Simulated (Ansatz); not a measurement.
Other settings, tried on the cluster Li6Te2 (the lowest singlet isomer of a short search).

```yaml
crystal:
  periodic: [false, false, false]
  atoms:
    - {symbol: Li, position_ang: [0.478182, -2.154225, -0.981793]}
    - {symbol: Li, position_ang: [0.443417, 1.122957, -1.486064]}
    - {symbol: Li, position_ang: [-0.762004, -0.330451, 0.759732]}
    - {symbol: Li, position_ang: [1.751606, 0.648249, 1.529625]}
    - {symbol: Li, position_ang: [1.714582, -2.472735, 1.897954]}
    - {symbol: Li, position_ang: [-2.119129, 1.565557, -0.670656]}
    - {symbol: Te, position_ang: [-1.442676, -0.698925, -1.869093]}
    - {symbol: Te, position_ang: [-0.063978, 2.319573, 0.820286]}
basis:
  gaussian: {orbitals: def2-SVPD}
hamiltonian: {xc: {name: wB97X}}
output: {forces: true}
```

```sh
$ ansatz run in.yaml --threads 4 --pin off --events-out ev --progress --plain --max-ram 3916MiB
```

It prints (some lines left out):

```
Functional definition: wB97X
1890 factors; integrals over basis functions are off by at most 1.5e-4 eV
704 factors; integrals over basis functions are off by at most 2.0e-5 eV
mean field evaluation 1: about -15819.0105 eV, gradient 2.5e1 eV
mean field evaluation 2: about -15821.5723 eV, gradient 1.7e1 eV
mean field evaluation 4: about -15822.4280 eV, gradient 7.4e-1 eV
mean field evaluation 8: about -15822.5523 eV, gradient 1.0e-1 eV
mean field evaluation 16: about -15822.5525 eV, gradient 1.9e-4 eV
mean field -15822.55246802 eV, -581.4680782884 hartree, gradient 7.2e-5 eV, S^2 0.000000; 0 other end points of the search recorded, 0 dependent functions left out
reference -15822.55241591 eV, -581.4680763733 hartree; 33, 33 occupied and 109, 109 virtual orbitals, 1890 factors
Total energy: -15822.55241591 eV, -581.4680763733 hartree
Atom 0 at     0.478182    -2.154225    -0.981793 Å, force     0.041860    -0.041687     0.001258 eV/Å
Atom 1 at     0.443417     1.122957    -1.486064 Å, force     0.062653     0.034095    -0.076285 eV/Å
Atom 2 at    -0.762004    -0.330451     0.759732 Å, force    -0.030579    -0.036058     0.050917 eV/Å
Atom 3 at     1.751606     0.648249     1.529625 Å, force     0.058299    -0.015169     0.017457 eV/Å
Atom 4 at     1.714582    -2.472735     1.897954 Å, force     0.032252    -0.056600     0.043178 eV/Å
Atom 5 at    -2.119129     1.565557    -0.670656 Å, force    -0.126620     0.072949    -0.020694 eV/Å
Atom 6 at    -1.442676    -0.698925    -1.869093 Å, force    -0.056209    -0.065421    -0.087417 eV/Å
Atom 7 at    -0.063978     2.319573     0.820286 Å, force     0.018344     0.107890     0.071586 eV/Å
Dipole moment:     0.824746    -0.779294     0.449875 e Å
```

Hardware: 4 threads of INTEL XEON PLATINUM 8581C on a shared host. Wall time 6.5 s, peak host memory 0.75 GiB.

In the def2 sets Te takes a core potential; there is no spin–orbit coupling. The restricted singlet is unstable towards broken spin symmetry in Hartree–Fock (as tested in another run); at RKS ωB97X/def2-SVPD this wasn't settled.
